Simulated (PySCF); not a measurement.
Adding and removing an electron: LiBi

PBE; PySCF, scalar-relativistic core potentials, basis sets Li def2-SVPD, Bi def2-SVPD with ECP60. Neutral (UKS): triplet (π ↑↑), Re = 2.697 Å, ωe = 362 cm⁻¹, De = 1.51 eV, HOMO -3.81 eV, LUMO -2.86 eV.

LiBi⁺ (UKS): quartet (σ ↑, π ↑↑), Re = 3.062 Å, ωe = 187 cm⁻¹. The energies at the minima are -222.14106 hartree for LiBi and -221.90360 for LiBi⁺.

(1) Work out the adiabatic ionisation energy, without and with harmonic zero-point energies (1 hartree = 27.2114 eV, 1 eV = 8065.5 cm⁻¹), and the change of the bond length.

These are scalar-relativistic numbers at best; spin–orbit coupling would shift them, the dissociation energy most. States were picked by a PBE0 search and need not be the measured ground states.

Results:

(1) At PBE: 0.23746 hartree = 6.462 eV between the minima; the zero-point term (187.0 − 362.0)/2 cm⁻¹ = -0.011 eV makes it 6.451 eV. Re changes by +36.5 pm against the neutral. The electron leaves a σ orbital, and the ion is left as a loose complex of an ion and an atom.
